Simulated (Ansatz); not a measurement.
Basis sets compared for the cluster PbO2 (the lowest singlet isomer of a short search). The state is a singlet with charge 0. Geometry r2SCAN-D4/def2-TZVP. Ansatz on 4 threads of Arm Neoverse V1 on a shared host; times are rough, and most runs start from earlier orbitals.

Cartesian coordinates in Å:
```
Pb -0.931 -0.251 0.865
O 0.803 -0.541 -0.263
O 0.128 0.792 -0.602
```

In the def2 sets Pb takes a core potential; there is no spin–orbit coupling. The structure holds 1 bond(s) between oxygen atoms. The structure comes from a short search, and lower isomers may exist.

Binding counts from free atoms (Pb triplet, O triplet) in the same basis, without a counterpoise term.

```csv
level,functions,energy (Eh),HOMO (eV),LUMO (eV),binding per atom (eV),wall time
PBE-D4/def2-SVP,54,-342.9834,-4.22,-3.23,2.67,0.35 s
PBE-D4/def2-TZVP (with forces),112,-343.1910,-4.51,-3.36,2.78,0.75 s
r2SCAN-D4/def2-TZVP,112,-343.3143,-4.79,-3.19,2.46,1.2 s
PBE0-D4/def2-SVP,54,-342.9221,-5.90,-2.63,2.17,0.45 s
PBE0-D4/def2-TZVP,112,-343.1287,-6.11,-2.72,2.31,1.2 s
```

Task: Estimate the rows for PBE-D4/def2-TZVPD, r2SCAN-D4/def2-TZVPD, PBE0-D4/def2-TZVPD.

Result: 
| level | functions | energy (Eh) | HOMO (eV) | LUMO (eV) | binding per atom (eV) | wall time |
| --- | --- | --- | --- | --- | --- | --- |
| PBE-D4/def2-TZVPD | 136 | -343.1940 | -4.63 | -3.44 | 2.79 | 0.75 s |
| r2SCAN-D4/def2-TZVPD | 136 | -343.3167 | -4.88 | -3.25 | 2.47 | 1.6 s |
| PBE0-D4/def2-TZVPD | 136 | -343.1312 | -6.20 | -2.79 | 2.32 | 0.9 s |
